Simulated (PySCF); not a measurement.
# Mayer bond orders and bond lengths

C5H10O2Si2.
SMILES with atom numbers: `[CH3:1][C:2](=[O:3])[O:4][C@H:5]1[CH:6]=[CH:7][SiH2:8][SiH2:9]1` (hydrogens: H10, H11, H12 on C1; H13 on C5; H14 on C6; H15 on C7; H16, H17 on Si8; H18, H19 on Si9)

Cartesian coordinates in Å at the GFN2-xTB level; atoms count from 1:
```
atom  x, y, z in Å
C1     3.398   -0.031    0.291
C2     1.972    0.450    0.299
O3     1.548    1.297    1.057
O4     1.227   -0.156   -0.594
C5    -0.153    0.254   -0.652
C6    -0.937   -0.842   -1.300
C7    -2.201   -1.098   -0.981
Si8   -2.967   -0.100    0.428
Si9   -0.915    0.784    1.055
H10    4.069    0.814    0.416
H11    3.540   -0.705    1.134
H12    3.613   -0.561   -0.632
H13   -0.177    1.136   -1.310
H14   -0.399   -1.403   -2.057
H15   -2.726   -1.879   -1.511
H16   -3.717   -1.019    1.294
H17   -3.974    0.813   -0.132
H18   -0.343    0.024    2.167
H19   -0.868    2.231    1.229
```

Bond orders from the PBE0/pcSseg-1 density (PySCF). Geometry: GFN2-xTB, one conformer, isolated molecule.

Task: How far do the computed orders between heavy atoms stray from the drawn ones?

Result: The largest departure is 0.221, at O4–C5 (drawn single, 0.779). Drawn single, order above 1.12: C2–O4 (1.162). Drawn single, order below 0.88: O4–C5 (0.779) and Si9–C5 (0.813).

Task: Set the Mayer orders of the bonds between heavy atoms beside their lengths.

Result: 
```tsv
bond	drawn as	length (Å)	Mayer order
C1–C2	single	1.505	0.998
C2–O3	double	1.213	1.815
C2–O4	single	1.312	1.162
O4–C5	single	1.441	0.779
C5–C6	single	1.495	1.027
C6–C7	double	1.328	1.913
C7–Si8	single	1.889	0.880
Si8–Si9	single	2.321	0.881
Si9–C5	single	1.944	0.813
```

Bonds between the same two heavy elements. C–C: lowest C1–C2 (0.998, 1.505 Å), highest C6–C7 (1.913, 1.328 Å). C–O: lowest O4–C5 (0.779, 1.441 Å), highest C2–O3 (1.815, 1.213 Å). C–Si: lowest Si9–C5 (0.813, 1.944 Å), highest C7–Si8 (0.880, 1.889 Å).

Task: And the bonds to hydrogen?

Result: C–H: 0.91 to 0.96 (6 bonds); H–Si: 0.93 to 0.95 (4 bonds).

Task: Sum the orders of all bonds at each heavy atom with more than one neighbour and set the sums beside the valence in the SMILES.

Result: C1 3.846 (drawn 4), C2 3.975 (drawn 4), O4 1.941 (drawn 2), C5 3.533 (drawn 4), C6 3.898 (drawn 4), C7 3.732 (drawn 4), Si8 3.629 (drawn 4), Si9 3.584 (drawn 4). Orders between atoms that aren't bonded are not in these sums.

The Mayer order sums products of elements of PS (density times overlap matrix) between the two atoms' basis functions, so it depends on the basis set.
